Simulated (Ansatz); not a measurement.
Compare A (`O/C=C/[SiH2][SiH3]`) with its isomer B (`C[SiH]1CO[SiH2]1`).

Computed with Ansatz on PBE0-D4/def2-TZVP structures; ΔE is electronic, products minus reactants. CCSD(T)/CBS adds triple-zeta CCSD(T) − MP2 to the extrapolated MP2 energy (def2 sets, frozen cores). Functionals use def2-TZVPP. B3LYP here is the variant with VWN-RPA as its local correlation; programs differ in this. One conformer a species, not always the lowest.

(1) Which is lower in electronic energy at CCSD(T)/CBS, and by how much? (Best estimate.)

(2) Give E(B) − E(A) in kJ/mol with PBE0-D4, CCSD(T)/def2-TZVPP, MP2/def2-TZVPP, PBE-D4, B3LYP-D4, B3LYP, ωB97M-V. (An estimate is asked.)

Largest T1 diagnostic: 0.013.

Results:

(1) Ansatz gave: B, by 114.5 kJ/mol.

(2) Ansatz gave: PBE0-D4 -115.4, CCSD(T)/def2-TZVPP -110.9, MP2/def2-TZVPP -121.7, PBE-D4 -106.5, B3LYP-D4 -104.3, B3LYP -100.3, ωB97M-V -118.6. None reverses the order clearly.

From PBE to PBE0 (25 % exact exchange), in def2-TZVPP and without D4, E(B) − E(A) moves by −9.4 kJ/mol. In def2-TZVPP, CCSD(T) changes the Hartree–Fock value by −14.5 kJ/mol (the triples alone add +1.1 kJ/mol) and MP2 by −25.4 kJ/mol.
